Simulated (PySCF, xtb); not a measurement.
1-chloro-1,3-difluorobuta-1,2-diene (C₄H₃ClF₂), SMILES CC(F)=C=C(F)Cl.

Harmonic wavenumbers (cm⁻¹) from GFN2-xTB run with xtb 6.7.1 at its own minimum, in rising order: 88, 96, 130, 132, 281, 380, 416, 429, 473, 523, 592, 833, 970, 1012, 1042, 1164, 1380, 1433, 1440, 1470, 2050, 3015, 3027, 3079.

Problem. What does PBE-D3(BJ)/def2-SVP run with PySCF give at its own minimum? (An estimate is asked for; the answer gives what the named calculation found.)

Solution. 87, 93, 128, 175, 300, 408, 440, 481, 528, 574, 614, 853, 962, 996, 1093, 1193, 1336, 1378, 1388, 1467, 2040, 2975, 3052, 3110. Paired by order, the mean absolute difference is 28 cm⁻¹ and the zero-point energies are 36.4 and 36.7 kcal/mol.
